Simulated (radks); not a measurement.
Question: Spherical quantum dot in the effective-mass picture: electrons in a well V = -V0 / (1 + exp((r - R)/a)) with V0 = 3.41, R = 9.24, a = 0.5, with a point charge +2 (a donor) at the centre, all in effective atomic units (hartree* = m*/eps^2 hartree, bohr* = eps/m* bohr), one dielectric constant everywhere. Calculated with a radial shooting solver with Libxc functionals: non-relativistic Kohn-Sham, exchange-only LDA, spin-polarised, spherical densities. Levels are named by radial order and angular momentum (1s, 1p, 1d, 2s, ...), and open shells are averaged over m. At N = 3 the configuration is 1s2 2s(up 1, down 0). Does electron 4 go into 1p down or 2s down or 1p up?

Answer: Into 1p up. The total energies of the other choices lie higher by 0.00411 hartree* (2s down), 0.0386 hartree* (1p down).
